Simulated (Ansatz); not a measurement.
Basis-set series for C2H3ClSSi, SMILES `C=C1S[SiH]1Cl`. The species carries charge 0 and has multiplicity 1. The geometry is a stationary point of PBE0-D4/def2-TZVP.

```json
{"functional": "PBE0-D4", "basis": "def2-TZVPP", "functions": "230", "energy (Eh)": "-1225.49444", "HOMO (eV)": "-6.86", "LUMO (eV)": "-1.00"}
{"functional": "PBE0-D4", "basis": "def2-QZVPP", "functions": "414", "energy (Eh)": "-1225.53376", "HOMO (eV)": "-6.88", "LUMO (eV)": "-1.07"}
{"functional": "ωB97M-V", "basis": "def2-TZVPP", "functions": "230", "energy (Eh)": "-1225.89637", "HOMO (eV)": "-8.91", "LUMO (eV)": "1.03"}
{"functional": "ωB97M-V", "basis": "def2-QZVPP", "functions": "414", "energy (Eh)": "-1225.93337", "HOMO (eV)": "-8.94", "LUMO (eV)": "0.88"}
```

Question: Give the rows for def2-SVP. (An estimate is asked.)

Answer: Ansatz gave: 
```
functional     basis  functions  energy (Eh)  HOMO (eV)  LUMO (eV)
   PBE0-D4  def2-SVP         97  -1225.00504      -6.80      -0.75
   ωB97M-V  def2-SVP         97  -1225.40670      -8.82       1.40
```

Positive LUMOs are unbound and depend on the basis.
